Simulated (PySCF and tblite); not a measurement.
The numbers below are computed, except where a source is named.
System: C₆H₉N, numbered as in [CH:1]#[C:2][C@@H:3]1[CH2:4][C@H:5]([CH3:6])[NH:7]1.

Motion: pyramidal inversion at N7. GFN2-xTB gives an electronic barrier of 5.7 kcal/mol and a reaction energy of 1.8 kcal/mol.

(1) What does PBE0/pcSseg-1 + D3(BJ) give on GFN2-xTB geometries?

Programs: tblite and PySCF.

## Answers

(1) A barrier of 5.0 kcal/mol, 0.8 below the tight-binding barrier (from unrounded values), a reaction energy of 0.2 kcal/mol and, with GFN2-xTB thermal terms, ΔG‡(298 K) = 3.8 kcal/mol and k = 1×10¹⁰ s⁻¹ (1 equivalent path).
